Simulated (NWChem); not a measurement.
AgH2OF; SMILES [F][Ag]<-[OH2]

Results from NWChem. All runs use the structure optimised with PBE0/def2-SVP. def2 effective core potentials on Ag; no spin-orbit coupling. Level SCAN/def2-SVP: energy and gradient on several grids; changes count from the extra-fine grid, which is no exact limit either.

```csv
grid,size of the energy change (μHa),largest change of a gradient component (μHa/bohr)
xcoarse,20000,10000
coarse,100,1000
medium,5000,700
fine,700,200
xfine,< 10,< 30
```
